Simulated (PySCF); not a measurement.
## How the method moves the HOMO and LUMO of `CNc1cccnc1`

Species: C₆H₈N₂.
Geometry (PBE0-D3(BJ)/def2-SVP, Å), atoms numbered from 1 in this order:
```
atom  x, y, z in Å
C1     2.3826    0.8228    0.3690
N2     1.4597    0.1177   -0.4697
C3     0.1383   -0.0477   -0.1478
C4    -0.4765    0.6092    0.9300
C5    -1.8339    0.3997    1.1566
C6    -2.5456   -0.4568    0.3216
N7    -1.9688   -1.0930   -0.6989
C8    -0.6836   -0.8967   -0.9242
H9     2.4871    0.3789    1.3789
H10    3.3730    0.8269   -0.1052
H11    2.0796    1.8756    0.4978
H12    1.8440   -0.5576   -1.1151
H13    0.0947    1.2724    1.5819
H14   -2.3354    0.9010    1.9877
H15   -3.6136   -0.6391    0.4803
H16   -0.2389   -1.4338   -1.7739
```

Basis pcSseg-1 throughout (PySCF), one geometry. Geometry: PBE0-D3(BJ)/def2-SVP, one conformer, isolated molecule.

How do the orbital energies, the gap and the dipole change with the method?

```json
{"method": "PBE", "kind": "GGA", "HOMO (eV)": "-4.94", "LUMO (eV)": "-1.34", "gap (eV)": "3.60", "μ (D)": "3.79", "SCF cycles": "16"}
{"method": "LDA", "kind": "LDA", "HOMO (eV)": "-5.13", "LUMO (eV)": "-1.59", "gap (eV)": "3.54", "μ (D)": "3.92", "SCF cycles": "15"}
{"method": "PBE0", "kind": "global hybrid", "HOMO (eV)": "-5.95", "LUMO (eV)": "-0.45", "gap (eV)": "5.49", "μ (D)": "3.73", "SCF cycles": "14"}
{"method": "mPW1PW91", "kind": "global hybrid", "HOMO (eV)": "-5.98", "LUMO (eV)": "-0.48", "gap (eV)": "5.50", "μ (D)": "3.73", "SCF cycles": "14"}
{"method": "CAM-B3LYP", "kind": "range-separated hybrid", "HOMO (eV)": "-7.12", "LUMO (eV)": "0.66", "gap (eV)": "7.78", "μ (D)": "3.67", "SCF cycles": "13"}
{"method": "wB97X-D", "kind": "range-separated hybrid", "HOMO (eV)": "-7.68", "LUMO (eV)": "1.28", "gap (eV)": "8.95", "μ (D)": "3.71", "SCF cycles": "14"}
{"method": "HF", "kind": "Hartree–Fock", "HOMO (eV)": "-7.95", "LUMO (eV)": "3.17", "gap (eV)": "11.13", "μ (D)": "3.53", "SCF cycles": "12"}
{"method": "LC-wPBE", "kind": "range-separated hybrid", "HOMO (eV)": "-8.36", "LUMO (eV)": "1.65", "gap (eV)": "10.01", "μ (D)": "3.68", "SCF cycles": "13"}
```

The HOMO spans 3.42 eV, from PBE down to LC-wPBE, and the gap runs from 3.54 eV (LDA) to 11.13 eV (HF). Over the methods PBE (0 %), LDA (0 %), PBE0 (25 %), mPW1PW91 (25 %), HF (100 %), a straight line through the gap against the share of exact exchange rises by 0.76 eV for each 10 % (correlation coefficient 1.000). The dipole ranges from 3.53 D (HF) to 3.92 D (LDA). This basis has no diffuse functions.

The vertical ΔSCF ionisation energy at wB97X-D/def2-SVPD is 7.81 eV; −ε(HOMO) comes closest to it with wB97X-D (7.68 eV) and HF (7.95 eV).
